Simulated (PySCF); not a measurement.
PySCF 2.14 output of an unrestricted LDA calculation on a single atom or ion in def2-SVP (3s2p1d, 14 functions), with no relativity, point nucleus:

```
SCF conv_tol = 1e-09
number electrons alpha = 2  beta = 1
    P. A. M. Dirac.,  Math. Proc. Cambridge Philos. Soc. 26, 376 (1930)
    F. Bloch.,  Z. Phys. 57, 545 (1929)
    S. H. Vosko, L. Wilk, and M. Nusair.,  Can. J. Phys. 58, 1200 (1980)
cycle= 1 E= -23.1079922095145  delta_E= -0.000969  |g|= 0.00142  |ddm|= 0.0322
cycle= 2 E= -23.1079926649296  delta_E= -4.55e-07  |g|= 4.08e-05  |ddm|= 0.0022
cycle= 3 E= -23.1079926651693  delta_E= -2.4e-10  |g|= 3.4e-07  |ddm|= 1.96e-05
converged SCF energy = -23.1079926651693  <S^2> = 0.75000025  2S+1 = 2.0000003
```

The run itself started from symmetry-adapted Hartree-Fock orbitals and held the occupation by maximum overlap, on a logarithmic radial grid, so the iterations belong to that start.

Q: Which element, charge and spin multiplicity is this?

A: B²⁺ (boron, charge +2), multiplicity 2; the state was [He] 2s1, 2S determinant.
